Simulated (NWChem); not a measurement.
# CdGeH$_{3}$F; SMILES [Cd]([F])[GeH3]

Program: NWChem. The geometry was optimised at PBE-D3(BJ)/def2-SVP. def2 effective core potentials on Cd; no spin-orbit coupling. B3LYP is NWChem's, with the RPA form of VWN correlation. Field at 589 nm.

Task: What does the run give for B3LYP/def2-SVPD (core potentials)? Quantities: isotropic polarisability (bohr³); anisotropy (bohr³).

Result: 
- isotropic polarisability (bohr³): 72.0
- anisotropy (bohr³): 42.0
